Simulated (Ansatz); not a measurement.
The cluster Na6Pt⁻, relaxed as a doublet with UKS PBE0-D4/def2-SVPD in Ansatz, starting from the GFN2-xTB geometry. Force threshold 0.02 eV/Å.

In the def2 sets Pt takes a core potential; there is no spin–orbit coupling. The charge -1 doublet is spin-contaminated (final ⟨S²⟩ up to 1.03, 0.75 for a pure state). The structure comes from a short search, and lower isomers may exist.

Start:

Cartesian coordinates in Å:
```
Pt 1.790 0.644 -0.812
Na -0.410 2.453 0.499
Na -0.182 1.532 -2.522
Na -2.646 0.148 -0.430
Na -1.343 -2.637 -0.038
Na 2.639 -1.397 0.812
Na 0.152 -0.742 2.490
```

```tsv
step	energy (eV)	largest force component (eV/Å)	SCF passes
1	-29721.1889	0.703	31
2	-29721.4547	0.627	53
3	-29721.6793	0.391	53
4	-29721.8533	0.426	53
5	-29722.0451	0.446	55
6	-29722.2123	0.345	57
7	-29722.3119	0.733	62
8	-29722.3350	0.679	99
9	-29722.3813	0.327	73
10	-29722.4506	0.386	57
11	-29722.5452	0.210	63
12	-29722.5843	0.432	70
13 (rejected)	-29722.5779	0.215	62
14	-29722.6014	0.084	54
15	-29722.6149	0.065	58
16	-29722.6275	0.051	63
17 (rejected)	-29722.5977	0.175	62
18	-29722.6317	0.019	59
19	-29722.6334	0.316	59
20 (rejected)	-29722.6264	0.164	58
21 (rejected)	-29722.6309	0.127	50
22	-29722.6337	0.090	54
23	-29722.6355	0.090	59
24	-29722.6371	0.078	51
25 (rejected)	-29722.6310	1.046	51
26	-29722.6392	0.045	56
27	-29722.6396	0.051	54
28 (rejected)	-29722.6382	0.065	51
29	-29722.6410	0.012	49
```

Force components are those of the run's own axes.

End:

```xyz
7

Pt    0.332    0.262   -0.162
Na    0.203    2.723    1.029
Na   -0.203    0.391   -2.865
Na   -2.430    0.665   -0.190
Na   -0.402   -2.379   -0.735
Na    2.631   -1.144    0.450
Na   -0.130   -0.517    2.473
```

Bonds lost: Na2–Na3 (atoms count from 1). Bonds formed: Pt1–Na4, Pt1–Na5, Pt1–Na7, Na3–Na5, Na5–Na6 (atoms count from 1). The end is the same structure that another start reached, the lowest one found.

The force fell under the threshold at step 18, but the optimiser went on and released 0.009 eV more. No frequencies were taken in this run, so the end may be a saddle point.

Run time 8.4 min (4 threads of Intel Xeon Platinum 8259CL on a shared host), peak host memory 0.65 GiB.
